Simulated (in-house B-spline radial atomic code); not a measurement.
The phosphorus ion P⁴⁺: [Ne] (5f7/2)1 (an excited or competing configuration)

Level of theory: Dirac-Hartree-Fock, average of the jj configuration, Fermi nucleus of rms radius 3.1889 fm; calculated with a radial B-spline atomic code at the basis-set limit.

Z_r = [3n² - l(l+1)]/(2<r>); Z_e = n√(-2ε); the last column is Slater's effective charge. Values are occupation-weighted means over j.

```json
{"shell": "1s", "electrons": "2", "ε (eV)": "-2256", "<r> (bohr)": "0.1034", "Z_r": "14.51", "Z_e": "12.88", "Slater": "14.70"}
{"shell": "2s", "electrons": "2", "ε (eV)": "-274.65", "<r> (bohr)": "0.5115", "Z_r": "11.73", "Z_e": "8.99", "Slater": "10.85"}
{"shell": "2p", "electrons": "6", "ε (eV)": "-216.86", "<r> (bohr)": "0.4779", "Z_r": "10.46", "Z_e": "7.98", "Slater": "10.85"}
{"shell": "5f", "electrons": "1", "ε (eV)": "-13.619", "<r> (bohr)": "6.289", "Z_r": "5.01", "Z_e": "5.00", "Slater": "5.00"}
```

The least bound orbital is 5f7/2 at -13.62 eV, and it is also the most diffuse (<r> = 6.289 bohr).

For the 1s electron the small component carries 0.284 % of the norm, the zero-frequency Breit interaction raises the level by 1.404 eV, self-energy by 0.6107 eV, and vacuum polarisation lowers it by 0.03916 eV.
